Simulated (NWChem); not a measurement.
System: BaBr₂; SMILES [Ba]([Br])[Br]

```xyz
3

Ba     0.0000     0.0000     0.5742
Br     2.7045     0.0000    -0.5638
Br    -2.7045     0.0000    -0.5638
```
Atoms are numbered in this order, from 1.

Level: PBE0/def2-SVP with def2 effective core potentials on Ba (NWChem), optimised geometry, unscaled harmonic frequencies. This build's default masses of Se (78.918 u) and Br (79.917 u) are each other's, which moves their modes by up to 0.6 %. def2 effective core potentials on Ba; no spin-orbit coupling.

Task: List the harmonic frequencies with IR intensities, and the thermochemistry.

Result: 
| frequency (cm⁻¹) | IR intensity (km/mol) |
|---|---|
| 28 | 10.8 |
| 172 | 9.6 |
| 210 | 72.7 |

```yaml
zero_point_energy: 0.6 kcal/mol
thermal correction to the enthalpy at 298.15 K (with zero-point energy): 4.2 kcal/mol
heat capacity Cv: 11.6 cal/(mol K)
entropy at 298.15 K and 1 atm (symmetry number 2): 82.2 cal/(mol K)
```

Rigid rotor and harmonic oscillator; modes under 100 cm⁻¹ make the entropy uncertain.
